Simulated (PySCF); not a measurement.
AlOCl, SMILES [O]=[Al][Cl].

Geometry: B3LYP-D3(BJ)/def2-TZVP.

Two levels are set side by side: PBE/def2-TZVPD (PySCF) and M06-2X/def2-TZVPD (PySCF). Same geometry, gas phase. Differences are taken from unrounded values.

| quantity | M06-2X |
|---|---|
| orbital gap (eV) | 7.40 |
| highest occupied level (eV) | -9.48 |
| lowest empty level (eV) | -2.08 |
| dipole moment (D) | 4.29 |
| mean polarisability (bohr³) | 42.8 |

Q: What does PBE give, and how far is it from M06-2X? (The exact figures need the calculation; the answer reports its results.)

A: 
```tsv
quantity	PBE	PBE minus M06-2X
orbital gap (eV)	3.05	-4.34
highest occupied level (eV)	-6.61	2.86
lowest empty level (eV)	-3.56	-1.48
dipole moment (D)	3.73	-0.56
mean polarisability (bohr³)	47.8	5.1
```

Without exact exchange PBE keeps part of each electron's self-repulsion, which lifts occupied levels and narrows the gap. Loosely held outer electrons make PBE densities more polarisable. Differences between two approximate levels are no errors against the true value.

Rough cost on one machine, each run with all the roots and properties that it gave: M06-2X against PBE about 3 times.
